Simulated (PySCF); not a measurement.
## Atomic charges by several schemes

C6H11F3NP.
Geometry (GFN2-xTB, Å), atoms numbered from 1 in this order:
```xyz
22
C6H11F3NP angstrom
C     -1.3250    2.1149   -0.1996
C     -2.0043    1.0501    0.1972
P     -1.2271   -0.4332    0.9016
C      0.2371   -0.6443   -0.2421
N      1.2835    0.2779    0.1367
C      2.2797    0.4151   -0.9078
C      1.8842   -0.0905    1.4002
C     -2.3224   -1.6431   -0.0578
F     -1.8837   -2.9038    0.0824
F     -3.5856   -1.6144    0.3877
F     -2.3814   -1.4104   -1.3817
H     -1.8238    2.9959   -0.5697
H     -0.2478    2.1331   -0.1735
H     -3.0890    1.0389    0.2110
H     -0.0852   -0.4222   -1.2650
H      0.5599   -1.7016   -0.1892
H      2.8072   -0.5279   -1.1134
H      3.0103    1.1620   -0.6007
H      1.8005    0.7544   -1.8251
H      2.6159    0.6643    1.6833
H      2.3816   -1.0709    1.3607
H      1.1051   -0.1249    2.1637
```

Density: PBE0/pcSseg-1 (PySCF); schemes: Mulliken, IAO, Hirshfeld and ESP-fitted. The structure is a single GFN2-xTB conformer in the gas phase; no vibrational or solvent corrections.

Question: Do the Mulliken, IAO, Hirshfeld and ESP-fitted schemes agree on where the charge is highest?

Answer: All schemes agree: Mulliken C8 (+0.623); IAO C8 (+0.625); Hirshfeld C8 (+0.209); ESP-fitted C8 (+0.383).

Question: At which atom do the 4 schemes differ most?

Answer: At P3: from -0.200 (ESP-fitted) to +0.498 e (IAO), 0.698 e apart.

Question: For which atoms does the sign change between the 4 schemes (beyond +0.03 e in one, beyond −0.03 e in another)?

Answer: P3 and C4. Atomic charges aren't observables, and each scheme defines them in its own way.

Question: What partial charge does each atom carry?

Answer: In e:

| atom | environment | Mulliken | IAO | Hirshfeld | ESP-fitted |
| --- | --- | --- | --- | --- | --- |
| C1 | terminal =CH2 carbon | -0.132 | -0.299 | -0.093 | -0.376 |
| C2 | alkene CH carbon | -0.446 | -0.349 | -0.105 | -0.017 |
| P3 | phosphine phosphorus | +0.430 | +0.498 | +0.154 | -0.200 |
| C4 | sp3 carbon bound to nitrogen | -0.250 | -0.324 | -0.071 | +0.133 |
| N5 | tertiary amine nitrogen | -0.617 | -0.246 | -0.082 | -0.023 |
| C6 | N-methyl carbon | -0.092 | -0.304 | -0.069 | -0.586 |
| C7 | N-methyl carbon | -0.101 | -0.308 | -0.076 | -0.168 |
| C8 | CF3 carbon | +0.623 | +0.625 | +0.209 | +0.383 |
| F9 | fluorine of a CF3 group | -0.272 | -0.283 | -0.099 | -0.143 |
| F10 | fluorine of a CF3 group | -0.267 | -0.280 | -0.096 | -0.129 |
| F11 | fluorine of a CF3 group | -0.271 | -0.284 | -0.092 | -0.175 |
| H12 | vinylic hydrogen | +0.122 | +0.155 | +0.050 | +0.158 |
| H13 | vinylic hydrogen | +0.148 | +0.161 | +0.034 | +0.151 |
| H14 | vinylic hydrogen | +0.147 | +0.161 | +0.043 | +0.129 |
| H15 | methylene hydrogen | +0.164 | +0.152 | +0.034 | +0.051 |
| H16 | methylene hydrogen | +0.139 | +0.119 | +0.026 | +0.043 |
| H17 | methyl hydrogen | +0.089 | +0.109 | +0.030 | +0.152 |
| H18 | methyl hydrogen | +0.119 | +0.147 | +0.047 | +0.194 |
| H19 | methyl hydrogen | +0.119 | +0.146 | +0.046 | +0.188 |
| H20 | methyl hydrogen | +0.120 | +0.147 | +0.047 | +0.093 |
| H21 | methyl hydrogen | +0.085 | +0.108 | +0.029 | +0.066 |
| H22 | methyl hydrogen | +0.143 | +0.147 | +0.032 | +0.076 |

Mean size of the charges over all atoms: IAO 0.243 e, Mulliken 0.222 e, ESP-fitted 0.165 e, Hirshfeld 0.071 e. Each set sums to the total charge, 0, to within 0.001 e. The Hirshfeld scheme divides the density at each point in proportion to the densities of the neutral, spherically averaged free atoms. The ESP scheme fits charges at the nuclei, held to the total charge, to the electrostatic potential on points at 1.4 to 2.0 times the van der Waals radii.

Question: Sum the charges by element, for elements with more than one atom.

Answer: 
```json
{"element": "C", "atoms": "6", "Mulliken": "-0.398", "IAO": "-0.959", "Hirshfeld": "-0.204", "ESP-fitted": "-0.631"}
{"element": "F", "atoms": "3", "Mulliken": "-0.809", "IAO": "-0.846", "Hirshfeld": "-0.287", "ESP-fitted": "-0.448"}
{"element": "H", "atoms": "11", "Mulliken": "+1.395", "IAO": "+1.553", "Hirshfeld": "+0.419", "ESP-fitted": "+1.302"}
```

Question: How closely do the schemes follow one another over all atoms?

Answer: Correlation coefficient and root-mean-square difference: IAO with Hirshfeld 0.99, 0.193 e; Mulliken with Hirshfeld 0.93, 0.199 e; Mulliken with IAO 0.92, 0.113 e; IAO with ESP-fitted 0.60, 0.224 e; Hirshfeld with ESP-fitted 0.59, 0.175 e; Mulliken with ESP-fitted 0.43, 0.264 e.

These values come from a run that also computed NMR shieldings. Rough CPU time on one thread of a shared machine: about 2.6 min.
